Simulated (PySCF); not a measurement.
Species: C6H5FO.
Atom-mapped SMILES: `[OH:1][c:2]1[cH:3][cH:4][cH:5][c:6]([F:7])[cH:8]1` (hydrogens: H9 on O1; H10 on C3; H11 on C4; H12 on C5; H13 on C8)

Structure optimised with GFN2-xTB, isolated species.

What internal coordinates does the optimisation give?

```
  bond  length (pm)
 O1–C2        135.6
 C2–C3        139.3
 C3–C4        138.1
 C4–C5        138.6
 C5–C6        138.1
 C6–F7        135.0
 C6–C8        138.2
 C2–C8        139.0
 O1–H9         96.5
C3–H10        107.8
C4–H11        107.9
C5–H12        107.7
C8–H13        108.1
```

A selection of angles:
```
   angle  degrees
O1–C2–C3    118.3
O1–C2–C8    121.9
C3–C2–C8    119.8
C2–C3–C4    120.1
C3–C4–C5    120.9
C4–C5–C6    118.1
C5–C6–F7    119.2
C5–C6–C8    122.4
F7–C6–C8    118.4
C2–C8–C6    118.7
H9–O1–C2    110.2
```

Dihedral angles: H9–O1–C2–C3 180° (antiperiplanar).

The 6-membered ring C2–C3–C4–C5–C6–C8 has internal angles of 118.1° to 122.4°; it is planar, 0.00 Å rms from its mean plane, widest ring torsion 0°. The 8 heavy atoms lie in one plane (0.000 Å rms). Of the pairs four or more bonds apart, H9···H13 is among the closest relative to their van der Waals radii: 2.30 Å, 96 % of the sum of Bondi's values.

Point group: Cs (tolerance 0.08 Å). No frequency check. The numbers are those of one conformer (H–O1–C2–C3 180°).

These are computed values.
